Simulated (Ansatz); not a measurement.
Consider the redistribution: `CN[SiH2][AsH2]` + `CNC[SiH3]` → `CNC[AsH2]` + `CN[SiH2][SiH3]`.

Program: Ansatz. Geometries: PBE0-D4/def2-TZVP. ΔE: electronic, gas phase. CBS: MP2 limit from def2 TZ/QZ plus the TZ coupled-cluster correction, frozen cores. DFT in def2-TZVPP. For As outer-core shells are correlated without core-valence functions, which leaves a few kJ/mol of doubt a bond. Scalar relativity is left out up to krypton. Each species was taken in one conformer, which may not be the lowest.

`CN[SiH2][AsH2]`:

Z-matrix (Å, degrees):
```
C
N 1 1.448
H 1 1.094 2 110.8
H 1 1.093 2 109.4 3 -117.8
H 1 1.098 2 113.7 3 122.0
Si 2 1.715 1 123.2 3 153.3
H 2 1.007 1 113.9 3 -53.0
As 6 2.360 2 111.7 1 -171.7
H 6 1.489 2 107.7 1 -51.1
H 6 1.497 2 115.4 1 67.8
H 8 1.522 6 92.6 2 38.5
H 8 1.524 6 91.7 2 -54.1
```

`CNC[SiH3]`:

Cartesian coordinates in Å:
```
C 1.904 -0.664 0.241
N 0.750 -0.085 -0.411
C -0.445 -0.105 0.408
Si -1.904 0.650 -0.511
H 2.782 -0.562 -0.399
H 2.132 -0.212 1.221
H 1.733 -1.732 0.403
H 0.957 0.862 -0.700
H -0.320 0.389 1.390
H -0.701 -1.149 0.631
H -3.070 0.783 0.404
H -2.290 -0.184 -1.678
H -1.529 2.007 -1.000
```

`CNC[AsH2]`:

Z-matrix (Å, degrees):
```
C
N 1 1.448
H 1 1.092 2 109.7
H 1 1.093 2 109.5 3 -117.8
H 1 1.103 2 113.9 3 121.7
C 2 1.440 1 113.0 3 -177.1
H 2 1.012 1 110.5 3 -53.3
As 6 1.973 2 114.3 1 175.7
H 6 1.095 2 109.3 1 -65.6
H 6 1.104 2 114.1 1 53.4
H 8 1.522 6 94.8 2 40.3
H 8 1.527 6 94.5 2 -52.3
```

`CN[SiH2][SiH3]`:

Cartesian coordinates in Å:
```
C -1.827 -0.771 -0.014
N -1.229 0.476 -0.440
Si 0.430 0.603 -0.886
Si 1.971 0.113 0.826
H -1.414 -1.594 -0.603
H -2.906 -0.763 -0.190
H -1.658 -1.008 1.045
H -1.661 1.290 -0.033
H 0.653 2.001 -1.347
H 0.690 -0.345 -2.007
H 1.754 -1.263 1.358
H 1.823 1.065 1.963
H 3.374 0.196 0.329
```

```tsv
level	ΔE (kJ/mol)	difference from CCSD(T)/CBS
PBE-D4	46.3	-7.9
r2SCAN-D4	52.3	-1.9
PBE0-D4	50.4	-3.8
ωB97X-V	52.1	-2.1
ωB97M-V	58.5	4.3
PBE	46.6	-7.6
r2SCAN	52.5	-1.7
HF/def2-TZVPP	57.9	3.7
MP2/def2-TZVPP	56.0	1.8
SCS-MP2/def2-TZVPP	53.9	-0.3
CCSD/def2-TZVPP	51.4	-2.8
CCSD(T)/def2-TZVPP	50.3	-3.9
HF/def2-QZVPP	58.1	3.9
SCS-MP2/def2-QZVPP	55.9	1.7
MP2/CBS(def2)	60.0	5.8
CCSD/CBS(def2)	55.3	1.1
CCSD(T)/CBS	54.2	0
```

Largest T1 diagnostic among the species: 0.012.

From PBE to PBE0 (25 % exact exchange), in def2-TZVPP and without D4, ΔE moves by +4.2 kJ/mol.

CCSD(T)/CBS has its own doubt, a few kJ/mol and more with outer-core shells, so smaller differences from it don't rank the levels.
